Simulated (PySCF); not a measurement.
Bond curve of RbB

Set-up: basis Rb x2c-TZVPPall, B x2c-TZVPPall; spin-free X2C with a Gaussian nucleus; PySCF 2.14. Energies in eV from Rb + B in their ground configurations at the same level. All curves are PBE0. state 1: ³Π (triplet), unpaired electrons σ ↑, π ↑; state 2: ³Σ⁻ (triplet), unpaired electrons π ↑↑, a second solution, started from another occupation; state 3: Ms = 0 determinant of mixed spin (⟨S²⟩ near 1.0), unpaired electrons σ ↓, π ↑, a second solution, started from another occupation; state 4: Ms = 0 determinant of mixed spin (⟨S²⟩ near 1.0), unpaired electrons π ↑↓, a mixture of terms (⟨Lz²⟩ = 2.0), a second solution, started from another occupation.

| R (Å) | state 1 | state 2 | state 3 | state 4 |
| --- | --- | --- | --- | --- |
| 2.552 | -0.7023 | -0.8051 | -0.4956 | -0.6015 |
| 2.670 | -0.8606 | -0.8195 | -0.6529 | -0.6176 |
| 2.789 | -0.9479 | -0.7900 | -0.7413 | -0.5896 |
| 2.878 | -0.9787 | -0.7473 | -0.7741 | -0.5480 |
| 2.967 | -0.9871 | -0.6918 | -0.7855 | -0.4937 |
| 3.056 | -0.9786 | -0.6272 | -0.7809 | -0.4303 |
| 3.175 | -0.9484 | -0.5315 | -0.7571 | -0.3365 |
| 3.323 | -0.8910 | -0.4035 | -0.7098 | -0.2111 |
| 3.501 | -0.8072 | -0.2456 | -0.6402 | -0.0567 |
| 3.738 | -0.6890 | -0.0391 | -0.5429 | 0.1445 |

Problem. Put a parabola through the three lowest points of the state 1 curve and estimate Re, k and ωe (reduced mass 9.746 u; 1 eV/Å² = 0.16022 mdyn/Å; ωe = 1302.8·√(k/μ) cm⁻¹).

Solution. Through R = 2.878, 2.967, 3.056 Å the second-order coefficient is 1.07 eV/Å², so Re ≈ 2.967 Å, k ≈ 0.342 mdyn/Å and ωe ≈ 244 cm⁻¹. A polynomial fit of higher order to the unrounded PBE0 energies gives Re = 2.963 Å, k = 0.345 mdyn/Å, ωe = 245 cm⁻¹; anharmonicity and rounding make the difference.

The higher-order fit for each curve: state 1: Re = 2.963 Å, ωe = 245 cm⁻¹, De = 0.99 eV; state 2: Re = 2.644 Å, ωe = 305 cm⁻¹, minimum 0.82 eV below the ground-state fragments; state 3: Re = 2.982 Å, ωe = 231 cm⁻¹, minimum 0.79 eV below the ground-state fragments; state 4: Re = 2.648 Å, ωe = 304 cm⁻¹, minimum 0.62 eV below the ground-state fragments.

Spin–orbit coupling is left out. The state was picked by a PBE0 search and need not be the measured ground state.
